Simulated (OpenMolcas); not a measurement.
# P²⁺: the spin-orbit constant, worked from levels

* Program: OpenMolcas
* Basis: ANO-RCC-VDZP [4s3p1d]
* Scalar Hamiltonian: DKH2, point nucleus
* Active space: 3 electrons in 4 orbitals (3s 3p)
* State averaging: 2S+1 = 4 odd, 1 root; 2S+1 = 2 odd, 11 roots; 2S+1 = 4 even, 3 roots; 2S+1 = 2 even, 9 roots
* Spin-orbit coupling: RASSI with atomic mean-field integrals over the reference wave functions, term energies averaged over their components

Methods: CASSCF; MS-CASPT2, IPEA 0.25 Eh, imaginary shift 0.1 Eh (closed shells correlated: 2s 2p). Measured levels: Martin, Zalubas and Musgrove, J. Phys. Chem. Ref. Data 14, 751 (1985).

**The spin-orbit constant.** For the Hund term ²P° of p1, E(J) = (A/2) J(J+1) + constant and ζ = 2S·A = A. From J = 1/2 to J = 3/2 the energy changes by 1.5 A.

```tsv
Source	E(3/2) - E(1/2)	A	ζ
CASSCF	466.2	310.8	311
MS-CASPT2	468.2	312.1	312
measured	559.1	372.7	373
```

All in cm-1. MS-CASPT2 is off by -16.3 % and CASSCF by -16.6 %. Both methods take the spin-orbit matrix elements from the reference wave functions, so the second can move ζ only through the term energies and any multistate remixing.

Over all roots computed the reference weight is 0.89 to 0.99 in MS-CASPT2; the roots of lowest weight are the least certain, and an intruder state may touch them. Computed and measured levels are paired by configuration, term and J; levels that our copy of the source lacks, or whose pairing is in doubt (as where it misses far off the trend of its configuration), stay unpaired and out of the deviations. Levels of configurations outside the active space are missing.

° marks odd parity.
